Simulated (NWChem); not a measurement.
Species: 1,1,1-trifluoroethane (C$_{2}$H$_{3}$F$_{3}$); SMILES C(F)(F)(F)C

```xyz
8

C      0.0000     0.0000    -1.4716
C      0.0000     0.0000     0.0272
F     -0.8785    -0.8806     0.5192
F     -0.3234     1.2012     0.5192
F      1.2019    -0.3205     0.5192
H      0.2697    -0.9986    -1.8378
H      0.7300     0.7329    -1.8378
H     -0.9997     0.2658    -1.8378
```
Atoms are numbered in this order, from 1.

STO-3G and 3-21G are far too small for this property and stand as cheap habits. All runs use the structure optimised with PBE0/def2-SVP.

Question: List the 4 lowest vertical singlet excitations from PBE0/3-21G, TDA (NWChem).

Answer: 
```csv
state,energy (eV),oscillator strength,leading excitation (squared amplitude)
S1,12.62,0.018,HOMO → LUMO+1 (0.89)
S2,12.62,0.018,HOMO → LUMO+2 (0.89)
S3,12.77,0.013,HOMO → LUMO (0.98)
S4,13.12,0.006,HOMO−1 → LUMO+1 (0.85)
```
